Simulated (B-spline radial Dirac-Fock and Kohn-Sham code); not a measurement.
## X-ray form factors of bismuth in several charge states

The computed values come from a B-spline atomic structure program: configuration-average Dirac-Fock orbitals.

Configurations: Bi³⁰⁺ [Kr] 4d10 4f7; Bi³¹⁺ [Kr] 4d10 4f6; Bi³³⁺ [Kr] 4d10 4f4; Bi³⁴⁺ [Kr] 4d10 4f3; Bi³⁵⁺ [Kr] 4d10 4f2; Bi³⁸⁺ [Kr] 4d9. The first column is f₀ of Bi³⁰⁺, the others are differences from it.

```
s (Å⁻¹)   Bi³⁰⁺  Δ Bi³¹⁺  Δ Bi³³⁺  Δ Bi³⁴⁺  Δ Bi³⁵⁺  Δ Bi³⁸⁺
      0  53.000   -1.000   -3.000   -4.000   -5.000   -8.000
    0.1  52.646   -0.983   -2.951   -3.936   -4.922   -7.881
    0.2  51.606   -0.934   -2.809   -3.751   -4.695   -7.534
    0.3  49.941   -0.857   -2.587   -3.460   -4.338   -6.987
    0.4  47.747   -0.758   -2.302   -3.087   -3.880   -6.281
    0.5  45.145   -0.647   -1.978   -2.661   -3.355   -5.469
    0.7  39.247   -0.417   -1.302   -1.769   -2.252   -3.741
    0.9  33.255   -0.220   -0.713   -0.985   -1.274   -2.178
    1.1  27.920   -0.083   -0.292   -0.418   -0.558   -1.002
    1.4  21.875   +0.016   +0.028   +0.023   +0.011   -0.031
```
